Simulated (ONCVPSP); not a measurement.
**PBE ONCV dataset for neodymium, fully relativistic all-electron reference.**

- Element: Nd (Z = 60)
- Generator: ONCVPSP 4.0.1
- Type: optimised norm-conserving Vanderbilt (ONCV)
- Functional: PBE
- Relativity: fully relativistic
- Frozen core: [Kr] 4d10
- Valence charge: 14
- Reference configuration: 4f4 5s2 5p6 6s2
- Partial waves: 5s+6s: rc 2.50 bohr, ncon 5, nbas 8, qcut 5.7 1/bohr, 2 projectors; 5p: rc 1.90 bohr, ncon 4, nbas 8, qcut 5.1 1/bohr, 3 projectors, debl 0.4 Ha; d scattering state at 0.2 Ha: rc 2.30 bohr, ncon 3, nbas 7, qcut 4.8 1/bohr, 3 projectors, debl 1.1 Ha; 4f: rc 1.15 bohr, ncon 4, nbas 9, qcut 12.2 1/bohr, 1 projector
- Local potential: polynomial inside 0.95 bohr (lpopt 5, dvloc0 6 Ha)
- Core correction: Teter function, fcfact 2.25, rcfact 1.65

Open shells are filled in proportion to 2j + 1.

In the p channel the program set the typed energies aside and used -0.778, 0.250, 0.650 Ha (j = l + 1/2; the other j can differ). In the d channel the program set the typed energies aside and used 0.050, 1.150, 2.250 Ha (j = l + 1/2; the other j can differ).

All-electron outer shells of the reference configuration (PBE, scalar-relativistic, ld1.x):

| shell | level (eV) | outermost node (bohr) | outermost maximum (bohr) |
| --- | --- | --- | --- |
| 5s | -40.46 | 0.72 | 1.32 |
| 5p | -22.09 | 0.77 | 1.50 |
| 6s | -3.50 | 1.77 | 3.78 |
| 4f | -1.75 | – | 0.67 |

Calculated quality:

```json
{"Cutoffs needed": "78 Ha and 319 Ha (the cutoffs (Ha) at which the residual kinetic energy of the hardest occupied pseudo-wave falls to 1 and 0.1 mHa per electron)", "Ghost test": "ghosts flagged at negative energy: s at -158.4 eV; GHOST(+) flagged for p3/2 at 143.4 eV, p1/2 at 198.7 eV; a true bound ghost makes a file unfit for plane-wave use", "Configuration tests": "tests left out (the all-electron energies of this program are off by 10 to 40 meV for near-neutral 4f atoms)", "rms error of d²Exc/dni dnj": "10.60 mHa without and 5.77 mHa with the model core"}
```

Generation and tests took about 13 s on one core of a shared server CPU.
